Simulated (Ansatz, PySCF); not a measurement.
Gas-phase reaction in SMILES: C[SiH2][Si](N)(N)N + 4 [SiH4] (SiH4) → C[SiH3] [methylsilane] + 3 N[SiH3] + [SiH3][SiH3]
Structures are relaxed separately at B3LYP-D3(BJ)/def2-TZVP in Ansatz (a quantum-chemistry and plane-wave program), one conformer each, not searched for the lowest. Frequencies are from Ansatz or PySCF.

Quantity: bond separation energy (enthalpy at 298 K, with B3LYP-D3(BJ) rigid-rotor harmonic-oscillator terms), in kcal/mol. Cores are frozen in the correlated levels unless marked. No spin-orbit coupling. Non-relativistic. CBS marks a two-point X^-3 extrapolation of the correlation energy; Hartree-Fock from the larger set. The bracket is a focal-point correction in the basis named.

| level | program | bond separation energy (kcal/mol) |
|---|---|---|
| revPBE-D3(BJ)/def2-TZVPD | Ansatz + dftd3 | 10.8 |
| r2SCAN0/def2-TZVPD | Ansatz | 9.1 |
| wB97X-V/def2-TZVPD | Ansatz | 9.8 |
| RPA@PBE/cc-pV(T+d)Z | Ansatz | 10.2 |
| MP2/STO-3G | Ansatz | 10.6 |
| CCSD/aug-cc-pV(D+d)Z | Ansatz | 13.2 |
| RI-MP2/CBS(cc-pV(T+d)Z,cc-pV(Q+d)Z)+[CCSD(T)-MP2]/cc-pV(T+d)Z | Ansatz | 10.4 |
